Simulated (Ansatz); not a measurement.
Born–Oppenheimer molecular dynamics of Cl$_{2}$GeH$_{2}$ (5 atoms, charge 0, multiplicity 1). It starts at the highest image of a converged band, a first-order saddle point between two minima.

Theory: RKS PBE0/def2-SVP in Ansatz.

```yaml
ensemble: NVE (velocity Verlet)
time_step: 0.5 fs
steps_asked: 200
starting_velocities_drawn_for: 100 K
seed: 2757
```

First frame:

```xyz
5
Properties=species:S:1:pos:R:3
Ge 0.237 -0.039 -0.460
Cl 1.189 -0.012 1.894
H 1.686 0.066 0.336
Cl -1.013 1.723 -0.579
H -0.783 -1.191 -0.261
```

Problem. How far do the bonds stretch over the last three quarters of this one trajectory? (Pairs bonded in most of those frames.)

Solution. 
| bond | mean (Å) | spread (Å) | shortest | longest |
| --- | --- | --- | --- | --- |
| Ge1–Cl2 | 2.239 | 0.204 | 1.94 | 2.55 |
| Ge1–H3 | 1.583 | 0.044 | 1.50 | 1.68 |
| Ge1–Cl4 | 2.160 | 0.023 | 2.13 | 2.20 |
| Ge1–H5 | 1.564 | 0.041 | 1.49 | 1.66 |

Mean temperature of the second half: 3200 K. The conserved energy stayed within 0.23 meV per atom of its start (net change -0.041 meV per atom), so the integration is sound. The kinetic energy rose, since the run started high on the potential surface and went downhill. A run of 0.1 ps of so small a system gives no equilibrium averages. The orbitals stay closed-shell, which can raise the energy where a bond breaks towards radicals; this wasn't checked here.

Time of the run: 4.4 min on 2 threads of Arm Neoverse V2 (shared host), peak memory 0.15 GiB.
